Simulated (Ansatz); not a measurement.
Molecular dynamics of FH5NO3Ta

The input (input.yaml):

```yaml
crystal:
  periodic: [false, false, false]
  atoms:
    - { symbol: Ta, position_ang: [-0.071005, -0.043351, 0.002508] }
    - { symbol: "N", position_ang: [1.887664, 0.116625, -0.017162] }
    - { symbol: H, position_ang: [2.461032, 0.112504, 0.817359] }
    - { symbol: H, position_ang: [2.467911, 0.2051, -0.848387] }
    - { symbol: O, position_ang: [-0.038561, -0.262589, 1.897954] }
    - { symbol: H, position_ang: [-0.201822, -0.839792, 2.643917] }
    - { symbol: O, position_ang: [-0.126791, -0.076038, -1.891623] }
    - { symbol: H, position_ang: [-0.222318, -0.627219, -2.670084] }
    - { symbol: O, position_ang: [-0.832205, 1.702761, 0.12338] }
    - { symbol: H, position_ang: [-0.862086, 2.171724, 0.961493] }
    - { symbol: F, position_ang: [-0.941064, -1.758433, -0.060826] }
basis:
  gaussian: { orbitals: def2-SVP }
hamiltonian:
  xc: pbe0
md:
  timestep: 2.0
  n_steps: 40
  ensemble: nvt_langevin
  temperature: 500.0
  initial_velocities: maxwell_boltzmann
  seed: 809253
  friction: 0.001
```

Launched with:

```bash
$ ansatz run input.yaml --threads 2 --pin off --max-ram 3072MiB --backend cpu --events-out ev --progress --plain --runs-dir out
```

It goes on from the last frame of an earlier run, with new velocities.

Output, in part (step lines, the closing report, with atoms numbered from 0):

```
md step     0: t =     0.00 fs  T =   454.5 K  F+E_penalty+E_count = -11968.96390469 eV  E_kin = 0.646300 eV  (30 SCF iters)
md step     1: t =     2.00 fs  T =   389.7 K  F+E_penalty+E_count = -11968.74697023 eV  E_kin = 0.554110 eV  (33 SCF iters)
md step     2: t =     4.00 fs  T =   419.3 K  F+E_penalty+E_count = -11968.85463042 eV  E_kin = 0.596186 eV  (32 SCF iters)
md step     3: t =     6.00 fs  T =   335.4 K  F+E_penalty+E_count = -11968.69084445 eV  E_kin = 0.476833 eV  (33 SCF iters)
md step     4: t =     8.00 fs  T =   336.7 K  F+E_penalty+E_count = -11968.75190178 eV  E_kin = 0.478757 eV  (33 SCF iters)
md step     5: t =    10.00 fs  T =   249.8 K  F+E_penalty+E_count = -11968.60222477 eV  E_kin = 0.355157 eV  (33 SCF iters)
md step     6: t =    12.00 fs  T =   229.8 K  F+E_penalty+E_count = -11968.57762769 eV  E_kin = 0.326745 eV  (33 SCF iters)
md step     7: t =    14.00 fs  T =   200.9 K  F+E_penalty+E_count = -11968.53174524 eV  E_kin = 0.285637 eV  (33 SCF iters)
md step     8: t =    16.00 fs  T =   166.0 K  F+E_penalty+E_count = -11968.49221861 eV  E_kin = 0.236003 eV  (34 SCF iters)
md step     9: t =    18.00 fs  T =   162.4 K  F+E_penalty+E_count = -11968.49208678 eV  E_kin = 0.230874 eV  (34 SCF iters)
md step    10: t =    20.00 fs  T =   132.6 K  F+E_penalty+E_count = -11968.40901025 eV  E_kin = 0.188522 eV  (34 SCF iters)
md step    11: t =    22.00 fs  T =   180.0 K  F+E_penalty+E_count = -11968.53103022 eV  E_kin = 0.255978 eV  (33 SCF iters)
md step    12: t =    24.00 fs  T =   140.8 K  F+E_penalty+E_count = -11968.37954279 eV  E_kin = 0.200129 eV  (34 SCF iters)
md step    13: t =    26.00 fs  T =   199.8 K  F+E_penalty+E_count = -11968.55097248 eV  E_kin = 0.284049 eV  (32 SCF iters)
md step    14: t =    28.00 fs  T =   156.9 K  F+E_penalty+E_count = -11968.41267515 eV  E_kin = 0.223080 eV  (34 SCF iters)
md step    15: t =    30.00 fs  T =   227.6 K  F+E_penalty+E_count = -11968.59230585 eV  E_kin = 0.323575 eV  (32 SCF iters)
md step    16: t =    32.00 fs  T =   179.1 K  F+E_penalty+E_count = -11968.39509711 eV  E_kin = 0.254688 eV  (33 SCF iters)
md step    17: t =    34.00 fs  T =   247.1 K  F+E_penalty+E_count = -11968.56775181 eV  E_kin = 0.351354 eV  (31 SCF iters)
md step    18: t =    36.00 fs  T =   189.3 K  F+E_penalty+E_count = -11968.41920901 eV  E_kin = 0.269177 eV  (31 SCF iters)
md step    19: t =    38.00 fs  T =   242.2 K  F+E_penalty+E_count = -11968.55710622 eV  E_kin = 0.344390 eV  (32 SCF iters)
md step    20: t =    40.00 fs  T =   206.8 K  F+E_penalty+E_count = -11968.44426805 eV  E_kin = 0.294004 eV  (32 SCF iters)
md step    21: t =    42.00 fs  T =   264.6 K  F+E_penalty+E_count = -11968.56480999 eV  E_kin = 0.376242 eV  (32 SCF iters)
md step    22: t =    44.00 fs  T =   266.7 K  F+E_penalty+E_count = -11968.51740505 eV  E_kin = 0.379211 eV  (33 SCF iters)
md step    23: t =    46.00 fs  T =   272.2 K  F+E_penalty+E_count = -11968.52896411 eV  E_kin = 0.387063 eV  (31 SCF iters)
md step    24: t =    48.00 fs  T =   290.4 K  F+E_penalty+E_count = -11968.58253125 eV  E_kin = 0.412968 eV  (31 SCF iters)
md step    25: t =    50.00 fs  T =   258.0 K  F+E_penalty+E_count = -11968.53746527 eV  E_kin = 0.366890 eV  (33 SCF iters)
md step    26: t =    52.00 fs  T =   283.1 K  F+E_penalty+E_count = -11968.59419108 eV  E_kin = 0.402594 eV  (33 SCF iters)
md step    27: t =    54.00 fs  T =   246.8 K  F+E_penalty+E_count = -11968.48989579 eV  E_kin = 0.350907 eV  (32 SCF iters)
md step    28: t =    56.00 fs  T =   305.1 K  F+E_penalty+E_count = -11968.61976049 eV  E_kin = 0.433741 eV  (33 SCF iters)
md step    29: t =    58.00 fs  T =   241.6 K  F+E_penalty+E_count = -11968.44992067 eV  E_kin = 0.343580 eV  (33 SCF iters)
md step    30: t =    60.00 fs  T =   282.6 K  F+E_penalty+E_count = -11968.58402877 eV  E_kin = 0.401750 eV  (33 SCF iters)
md step    31: t =    62.00 fs  T =   222.0 K  F+E_penalty+E_count = -11968.42077987 eV  E_kin = 0.315609 eV  (34 SCF iters)
md step    32: t =    64.00 fs  T =   282.1 K  F+E_penalty+E_count = -11968.55446507 eV  E_kin = 0.401041 eV  (33 SCF iters)
md step    33: t =    66.00 fs  T =   235.3 K  F+E_penalty+E_count = -11968.41395597 eV  E_kin = 0.334596 eV  (33 SCF iters)
md step    34: t =    68.00 fs  T =   292.5 K  F+E_penalty+E_count = -11968.55808206 eV  E_kin = 0.415868 eV  (32 SCF iters)
md step    35: t =    70.00 fs  T =   235.4 K  F+E_penalty+E_count = -11968.46760826 eV  E_kin = 0.334714 eV  (33 SCF iters)
md step    36: t =    72.00 fs  T =   269.4 K  F+E_penalty+E_count = -11968.52636783 eV  E_kin = 0.383010 eV  (32 SCF iters)
md step    37: t =    74.00 fs  T =   266.4 K  F+E_penalty+E_count = -11968.48279968 eV  E_kin = 0.378767 eV  (33 SCF iters)
md step    38: t =    76.00 fs  T =   294.6 K  F+E_penalty+E_count = -11968.54420116 eV  E_kin = 0.418848 eV  (30 SCF iters)
md step    39: t =    78.00 fs  T =   302.2 K  F+E_penalty+E_count = -11968.57401738 eV  E_kin = 0.429703 eV  (30 SCF iters)
md step    40: t =    80.00 fs  T =   313.9 K  F+E_penalty+E_count = -11968.56558685 eV  E_kin = 0.446314 eV  (32 SCF iters)
Total energy: -11968.56563747 eV, -439.8366745920 hartree
Atom 0 at    -0.040239    -0.029426     0.033969 Å, force     0.527697     0.255104    -0.964954 eV/Å
Atom 1 at     1.913359     0.092901    -0.119837 Å, force     2.084882    -0.075789     0.021529 eV/Å
Atom 2 at     2.544851     0.081667     0.721704 Å, force    -0.981251     0.074339    -1.090605 eV/Å
Atom 3 at     2.512880    -0.009093    -0.971584 Å, force    -0.928253     0.226411     0.900733 eV/Å
Atom 4 at     0.057838    -0.277626     1.898968 Å, force    -0.170642    -2.033576     2.343862 eV/Å
Atom 5 at    -0.013300    -1.097033     2.490523 Å, force     0.147584     1.984064    -1.378675 eV/Å
Atom 6 at    -0.392076    -0.183045    -1.826201 Å, force     0.692817     1.016204     0.572586 eV/Å
Atom 7 at    -0.682752    -0.329932    -2.703532 Å, force    -0.390798    -0.377651    -1.000762 eV/Å
Atom 8 at    -0.995674     1.596650     0.209082 Å, force     0.132952    -0.705363     1.195898 eV/Å
Atom 9 at    -1.189331     2.300250    -0.367699 Å, force    -0.415308     1.323903    -1.104295 eV/Å
Atom 10 at    -0.629116    -1.796121    -0.012469 Å, force    -0.699682    -1.687646     0.504684 eV/Å
Dipole moment:     0.294996     0.151684    -0.302427 e Å
```

The run went to its last step. The mean temperature of the second half is 46 % below the set value. A step of 2 fs is long for free X–H stretches (periods near 10 fs) and can bias their spread and the temperature. A run of 0.08 ps of so small a system gives no equilibrium averages.

The same pairs are bonded in the first frame and the last. Pairs count as bonded within 1.25 times the sum of covalent radii (0.12 Å more for H–H).

Last frame:

```xyz
11
Properties=species:S:1:pos:R:3
Ta -0.040 -0.029 0.034
N 1.913 0.093 -0.120
H 2.545 0.082 0.722
H 2.513 -0.009 -0.972
O 0.058 -0.278 1.899
H -0.013 -1.097 2.490
O -0.392 -0.183 -1.826
H -0.683 -0.330 -2.704
O -0.996 1.597 0.209
H -1.189 2.300 -0.368
F -0.629 -1.796 -0.013
```

Time of the run: 4.7 min on 2 threads of AMD EPYC 7R43 64-Core Processor (Zen 3), with other jobs on the host, peak memory 0.33 GiB.
